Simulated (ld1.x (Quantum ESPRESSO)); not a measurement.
**rhenium (Re), TM: configuration errors across variants**

ld1.x (Quantum ESPRESSO) 7.5 input, shortened:

```
&input
   title='Re', zed=75., rel=1, dft='PBE', iswitch=3,
   config='[Xe] 4f14 5d4 6s0 6p0'
 /
 &inputp
   pseudotype=2, tm=.true., lloc=-1, rcloc=1.60,
   nlcc=.true., rcore=1.35
 /
3
6S  1  0   0.00   0.00  2.25  2.25  0.0
5P  2  1   6.00   0.00  1.60  1.60  0.0
5D  3  2   4.00   0.00  1.35  1.35  0.0
 &test
   configts(1)='5p6 5d4 6s0 6p0'
 /
```

All-electron excitation energies from the reference (eV): (1) 5p6 5d5 6s2 6p0 -52.698; (2) 5p6 5d5 6s1 6p0 -43.450; (3) 5p6 5d5 6s0 6p0 -27.128; (4) 5p6 5d5 6s1 6p1 -47.913; (5) 5p6 5d5 6s0 6p1 -37.644; (6) 5p6 5d4 6s2 6p0 -42.739; (7) 5p6 5d5 6s0 6p2 -42.824.

The overlap operator is not positive definite (basis up to 400 Ry) in “type PAW; waves now 6s (bound): rcut 1.95, rcutus 2.25 bohr; 6s channel at -1.5 Ry: rcut 1.95, rcutus 2.25 bohr; 5p (bound): rcut 1.55, rcutus 1.60 bohr; 6p (bound): rcut 1.55, rcutus 1.60 bohr; 5d (bound): rcut 1.15, rcutus 1.35 bohr; 5d channel at -2.1 Ry: rcut 1.15, rcutus 1.35 bohr; local potential all-electron potential smoothed inside 1.25 bohr (lloc = -2); augmentation PSQ, inside the norm-conserving radii”. Such files are unfit for use, however small their errors in these radial tests.

2 further variants failed, have other tests or too few solved ones, and are left out.

A true bound ghost makes a file unfit for plane-wave use even where its test errors are small: the radial tests pick states by their node count and pass the ghost by.

Errors AE − PS in meV (a dash: test not solved or not reliable):

| change | (1) | (2) | (3) | (4) | (5) | (6) | (7) | bound ghosts |
| --- | --- | --- | --- | --- | --- | --- | --- | --- |
| base | +61 | +33 | -9.5 | +40 | +4.9 | +5.6 | +11 | s |
| wave 5p (bound): rc 1.60 bohr becomes 5p (bound): rc 1.58 bohr | +61 | +33 | -9.5 | +40 | +4.9 | +5.6 | +11 | s |
| wave 6s (bound): rc 2.25 bohr becomes 6s (bound): rc 2.70 bohr | +59 | +31 | -9.4 | +39 | +4.8 | +3.5 | +11 | s |
| core correction a·sin(br)/r model core inside 1.48 bohr | +61 | +33 | -9.5 | +40 | +4.9 | +6.1 | +11 | s |
| local potential all-electron potential smoothed inside 1.58 bohr (lloc = -1) | +61 | +33 | -9.5 | +40 | +4.9 | +5.6 | +11 | s |
| type PAW; waves now 6s (bound): rcut 1.95, rcutus 2.25 bohr; 6s channel at -1.5 Ry: rcut 1.95, rcutus 2.25 bohr; 5p (bound): rcut 1.55, rcutus 1.60 bohr; 6p (bound): rcut 1.55, rcutus 1.60 bohr; 5d (bound): rcut 1.15, rcutus 1.35 bohr; 5d channel at -2.1 Ry: rcut 1.15, rcutus 1.35 bohr; local potential all-electron potential smoothed inside 1.25 bohr (lloc = -2); augmentation PSQ, inside the norm-conserving radii | – | – | – | – | – | – | – | s (p not tested, overlap not positive) |

(1) Give the same row for: wave 5d (bound): rc 1.35 bohr becomes 5d (bound): rc 1.96 bohr.

Results:

(1) +62, +33, -9.1, +40, +5.3, +5.3, +12; bound ghosts: s.
